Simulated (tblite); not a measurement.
Compound: C6H13PS.
Structure used (GFN2-xTB), in Å, numbered top down from 1:
```xyz
21
C6H13PS angstrom
C      2.8887    1.0325    0.0534
C      2.1022   -0.1739    0.5458
P      0.5079   -0.2829   -0.3864
S      0.5175   -0.4258   -2.3232
C     -0.8162   -0.9811    0.6761
C     -1.9191   -1.7797    0.0311
C     -0.8228    0.5684    0.5467
C     -1.9345    1.2392   -0.2178
H      2.3488    1.9532    0.2694
H      3.0319    0.9685   -1.0243
H      3.8647    1.0771    0.5324
H      2.6526   -1.0994    0.3537
H      1.8799   -0.1066    1.6120
H     -0.5371   -1.3394    1.6631
H     -1.9760   -1.5579   -1.0337
H     -2.8812   -1.5498    0.4877
H     -1.7293   -2.8452    0.1457
H     -0.5483    1.0846    1.4627
H     -1.7693    2.3141   -0.2559
H     -2.8979    1.0550    0.2564
H     -1.9713    0.8660   -1.2407
```

Level: GFN2-xTB in tblite, geometry and Hessian alike; calculated harmonic values, unscaled, isolated species. The method is semi-empirical: single wavenumbers can be off by several per cent or more. One conformer, not necessarily the lowest.

Harmonic wavenumbers (cm⁻¹): 47.0, 95.1, 114.9, 126.0, 152.9, 156.8, 192.9, 229.8, 239.2, 266.7, 290.8, 354.9, 477.8, 527.9, 646.6, 703.0, 740.7, 788.2, 853.7, 925.1, 939.1, 978.2, 1001.2, 1016.0, 1040.0, 1062.8, 1074.9, 1095.7, 1147.0, 1178.0, 1209.0, 1235.0, 1274.7, 1295.7, 1402.5, 1406.0, 1413.8, 1423.8, 1473.5, 1480.9, 1484.5, 1490.0, 1490.4, 1495.9, 2941.9, 2962.8, 2984.5, 2995.7, 3003.2, 3007.3, 3012.6, 3020.8, 3021.6, 3024.7, 3030.1, 3030.6, 3031.9.

A = 1790, B = 1100, C = 945.1 MHz; mass 148.048 u (most abundant isotopes); point group C1, symmetry number 1.

Zero-point energy?

½Σν̃ = 38553 cm⁻¹ = 461.20 kJ/mol.

What is S at 500 K and 1 bar for an ideal gas of classical rigid rotors and harmonic oscillators?

Translation 181.93, rotation 130.03, vibration 234.22: S = 546.2 J/(mol K).

And Cp and H(500 K) − H(0)?

Cp = 255.02 J/(mol K), of which vibrations give 221.76 (their classical limit is 57 R = 473.9); H(500 K) − H(0) = 75.80 kJ/mol without the zero-point energy, 59.18 from vibrations.

Blend soft modes into free rotors: weight 1/[1 + (100 cm⁻¹/ν̃)⁴] for the oscillator and the rest for a rotor with moment μB/(μ + B), μ = h/(8π²ν), B = 10⁻⁴⁴ kg m². What vibrational entropy results?

220.64 J/(mol K) in place of 234.22, which changes −T·S at 500 K by +6.79 kJ/mol.

What must be added to the electronic energy to get the Gibbs energy at 500 K and 1 bar?

ZPE + [H(500 K) − H(0)] − T·S = 461.20 + 75.80 − 273.09 = 263.91 kJ/mol.

How do the functions run with temperature in this model?

| T (K) | S (J/(mol K)) | Cp (J/(mol K)) | H − H(0) (kJ/mol) | G − H(0) (kJ/mol) | ln q(vib) |
| --- | --- | --- | --- | --- | --- |
| 100 | 298.9 | 91.3 | 5.88 | -24.02 | 1.80 |
| 200 | 375.8 | 133.1 | 17.21 | -57.96 | 5.00 |
| 300 | 437.5 | 174.5 | 32.55 | -98.69 | 8.09 |
| 800 | 685.4 | 336.9 | 165.61 | -382.68 | 22.13 |
| 1000 | 764.7 | 373.5 | 236.83 | -527.85 | 27.19 |

q(vib) and H(0) count from the zero-point level.

Hindered rotation and anharmonicity are outside this model. Other conformers, if any are populated, would add a mixing term that is left out. The structure is chiral; the term R ln 2 for an equal mix with its mirror image is left out.
